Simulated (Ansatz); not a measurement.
Consider the redistribution: `O=[CH][GeH3]` + `CBC(O)(F)F` → `O[C](F)(F)[GeH3]` + `CBC=O`.

Gas-phase electronic energies from Ansatz, PBE0-D4/def2-TZVP geometries. CCSD(T)/CBS is the MP2 limit (def2-TZVPP, def2-QZVPP) plus CCSD(T) − MP2 in def2-TZVPP, frozen cores. For Ge outer-core shells are correlated without core-valence functions, which leaves a few kJ/mol of doubt a bond. Scalar relativity is left out up to krypton. Each species was taken in one conformer, which may not be the lowest.

```tsv
species	MP2/CBS(def2) energy (Eh)
`O=[CH][GeH3]`	-2191.65012
`CBC(O)(F)F`	-378.58799
`O[C](F)(F)[GeH3]`	-2391.25058
`CBC=O`	-178.98395
```

Problem. Work out ΔE.

Solution. ΔE = (-2391.25058) + (-178.98395) − (-2191.65012) − (-378.58799) = 0.00358 Eh = +0.10 eV. CCSD(T)/CBS gives +0.11 eV.

Largest T1 diagnostic among the species: 0.016.
